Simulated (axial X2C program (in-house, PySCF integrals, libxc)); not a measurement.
# Low determinants of TiSe at the PBE0 level, two-component

Calculated with an in-house all-electron X2C program for linear molecules (integrals from PySCF). Two-component (2c) means X2C with spin–orbit coupling and atomic mean-field two-electron Coulomb and Gaunt terms. Basis: Se dyall-cv3z [8s9p6d4f1g], Ti dyall-cv3z [10s10p6d4f2g] (cores contracted in-house); Gaussian nuclei, density fitting, unrestricted open shells. Masses: Se 79.917 u, Ti 47.948 u.

Search at 2.240 Å (vertical energies from the lowest determinant):

```csv
ΔE (eV),state,electrons beyond evenly filled partner blocks,"electrons in ±ω = 1/2, 3/2, 5/2, 7/2"
0.00,Ω = 1,"ω = -1/2, ω = 3/2",39 15 2 0
0.02,Ω = 3,"ω = 1/2, ω = 5/2",39 14 3 0
0.55,Ω = 2,"ω = 1/2, ω = 3/2",39 15 2 0
0.57,Ω = 2,"ω = -1/2, ω = 5/2",39 14 3 0
0.75,Ω = 1,"ω = -3/2, ω = 5/2",38 15 3 0
0.91,Ω = 4,"ω = 3/2, ω = 5/2",38 15 3 0
1.14,Ω = 0,none,40 14 2 0
```

Lowest determinant, Ω = 1 (⟨Sz⟩ = -1.00, ⟨Lz⟩ = 2.00 at PBE0): Re = 2.203 Å, ωe = 425.8 cm⁻¹.

The determinant in row 2 of the search, Ω = 3 (⟨Sz⟩ = 1.00, ⟨Lz⟩ = 2.00 at PBE0), was followed along the bond at PBE0; measured from the minimum of the lowest determinant it gives:

Te = 0.023 eV (184 cm⁻¹), Re = 2.203 Å, ωe = 425.0 cm⁻¹.

(1) Compare the bond of the determinant in row 2 with that of the lowest one.

The search compares states at one distance, so a state with another bond length can lie lower; it is not exhaustive and yields mostly the lowest determinant of each block pattern, so other components and higher states of one pattern are missing. These are energies of single determinants, not of spin-adapted states; PBE0 term energies can be off by some tenths of an eV, and the functional has no current term. Open-shell Ω = 0 determinants with evenly filled partner blocks cannot be reached by this program, so the Ω shown need not be the lowest component.

## Answers

(1) At PBE0 its Re is the same within 0.001 Å and its force constant, which goes as ωe², is 1.00 times that of the lowest determinant. T0 ≈ Te + Δωe/2 = 184 + (0) = 184 cm⁻¹.
